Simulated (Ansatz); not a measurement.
GeH₆OSSi, SMILES `[OH][GeH]([SiH3])[SH]`. The species carries charge 0 and has multiplicity 1. Correlated methods include outer-core shells of Ge, which these sets cover unevenly. Scalar relativity is left out up to krypton.

```xyz
10

O    -0.820   -1.274    1.339
Ge    0.174    0.114    0.818
Si   -0.750    0.779   -1.271
S     2.308   -0.501    0.623
H    -0.439   -1.727    2.096
H     0.224    1.182    1.931
H    -0.488   -0.299   -2.258
H    -0.079    2.029   -1.709
H    -2.212    1.010   -1.146
H     2.083   -1.313   -0.423
```

(1) Give the diagnostics of a CCSD(T)/def2-TZVPP run (frozen core, Ansatz 0.2.0). (Estimate.)

Answers

(1) Ansatz gave: T1 = 0.0121, largest single amplitude 0.013, largest double 0.019, (T) share of the correlation energy 3.7 %, 9 CCSD cycles. The RHF solution is stable towards an unrestricted one. T1 lies under the customary mark of 0.02 for closed shells.
